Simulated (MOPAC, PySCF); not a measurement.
CH₂OSi, SMILES `[SiH2]=C=O`, neutral singlet in the gas phase. 

Cartesian coordinates (Å):
SMILES: O=C=[SiH2]
```xyz
5

O      1.9381    -0.1112    -0.7951
C      0.9145    -0.0191    -0.3104
Si    -0.5896     0.2523     0.7803
H     -1.2177     1.0165    -0.3585
H     -1.0453    -1.1385     0.4154
```
Charge 0, spin multiplicity 1.

All levels are single points at this geometry (B3LYP-D3(BJ)/def2-TZVP); Pople sets use spherical d functions. Orbital energies aren't observables, and empty levels follow the basis.

B3LYP/6-311+G** in PySCF gives HOMO (eV) = -6.61.

Problem. Estimate the HOMO (eV) from each of these levels: B3LYP-D3(BJ)/def2-TZVP in PySCF; PBE-D3(BJ)/def2-TZVP in PySCF; B3LYP/3-21G in PySCF; B3LYP/LANL2DZ in PySCF; BP86/6-31G* in PySCF; M06-2X/6-31G* in PySCF; PBE/6-31G* in PySCF; SVWN5/6-31G* in PySCF; HF/6-31G* in PySCF; HF/STO-3G in PySCF; AM1 in MOPAC; PM6 in MOPAC.

Solution. 
| level | HOMO (eV) |
|---|---|
| B3LYP-D3(BJ)/def2-TZVP in PySCF | -6.59 |
| PBE-D3(BJ)/def2-TZVP in PySCF | -5.83 |
| B3LYP/3-21G in PySCF | -6.34 |
| B3LYP/LANL2DZ in PySCF | -6.54 |
| BP86/6-31G* in PySCF | -5.79 |
| M06-2X/6-31G* in PySCF | -7.51 |
| PBE/6-31G* in PySCF | -5.68 |
| SVWN5/6-31G* in PySCF | -5.78 |
| HF/6-31G* in PySCF | -8.70 |
| HF/STO-3G in PySCF | -5.39 |
| AM1 in MOPAC | -7.78 |
| PM6 in MOPAC | -7.84 |
